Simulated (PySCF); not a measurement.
Work out the structure from these simulated measurements.

Formula: C9H14O.

- 13C NMR: chemical shifts (computed TMS as zero) by class: 198.9 (1 C), 165.2 (1 C), 133.4 (1 C), 52.6 (1 C), 47.0 (1 C), 33.7 (1 C), 29.6 (2 C), 27.1 (1 C) ppm [GIAO PBE0/pcSseg-1]
- Rotational structure: rotational constants A, B, C: 1.514, 1.338, 0.851 GHz [PBE0-D3(BJ)/def2-SVP]
- UV, first state: lowest singlet excitation: 3.92 eV (316 nm, f = 0.000) [TDDFT CAM-B3LYP/def2-SVPD]
- Triplet: lowest triplet excitation (Tamm–Dancoff): 3.43 eV [TDA CAM-B3LYP/def2-SVPD]
- Polarisability: 108.4 au [CAM-B3LYP/def2-SVPD]
- Dipole: 4.57 D [CAM-B3LYP/def2-SVPD]
- 1H NMR: chemical shifts (computed TMS as zero) by class: 5.99 (1 H), 1.97 (3 H), 1.93 (2 H), 1.86 (2 H), 0.97 (6 H) ppm [GIAO PBE0/pcSseg-1]
- Valence photoelectron: vertical ionisation energy: 8.96 eV [ΔSCF CAM-B3LYP/def2-SVPD]
- UV, strongest line: among the 10 lowest singlet transitions: S2 at 5.80 eV (214 nm, f = 0.365) [TDDFT CAM-B3LYP/def2-SVPD]

The electronic properties come from PySCF, for the isolated species, density fitting. Levels stand in brackets. The structure is a single PBE0-D3(BJ)/def2-SVP conformer in the gas phase; no vibrational or solvent corrections. NMR classes are plain means over equivalent atoms (diastereotopic ones count apart unless rotation or inversion swaps them), as if these changed places fast.

Q: What is the compound? Reason from the data.

A: Numbering: `[CH3:1][C:2]1=[CH:3][C:4](=[O:5])[CH2:6][C:7]([CH3:8])([CH3:9])[CH2:10]1`. Its formula, C9H14O, gives 3 degrees of unsaturation: 1 ring and 2 π bonds in the structure found. 9 carbons fall into 8 classes; from least to most shielded: ketone carbonyl carbon [C4] (198.9 ppm), fully substituted alkene carbon [C2] (165.2 ppm), alkene CH carbon [C3] (133.4 ppm), sp3 carbon next to a carbonyl [C6] (52.6 ppm), allylic carbon [C10] (47.0 ppm), quaternary sp3 carbon [C7] (33.7 ppm), methyl carbon [C8/C9] (29.6 ppm, 2 C, up to 7.5 ppm apart in this geometry), allylic carbon [C1] (27.1 ppm). Hydrogen classes from least to most shielded: 1 H on an alkene CH carbon, C3 (5.99 ppm), 3 H on an allylic carbon, C1 (1.97 ppm), 2 H on an sp3 carbon next to a carbonyl, C6 (1.93 ppm), 2 H on an allylic carbon, C10 (1.86 ppm, a mean of values up to 0.5 ppm apart in this geometry), 6 H on 2 methyl carbons, C8/C9 (0.97 ppm, a mean of values up to 1.0 ppm apart in this geometry). The first electron is taken from the HOMO, whose largest Löwdin shares are 0.60 on the ketone oxygen, 0.12 on the ketone carbonyl carbon, 0.10 on the sp3 carbon next to a carbonyl and 0.08 on the alkene CH carbon. The optimised geometry has point group C1 and is an asymmetric top. Structure: isophorone, `CC1=CC(=O)CC(C)(C)C1`. Computed isomers that give other values at the same levels: `CC(C)O[C@@H]1C=C[C@H]2C[C@H]21` (rotational constant A: 2.869 GHz; this holds for the one conformer computed); `CCO/C=C\[C@@H]1CC12CC2` (lowest singlet excitation: 5.89 eV (210 nm, f = 0.023)); `C[C@@]12C=C[C@@](CO)(CC1)C2` (lowest singlet excitation: 6.58 eV (188 nm, f = 0.162)). The assignments are read from this structure; whether some other isomer fits the data as well wasn't checked.
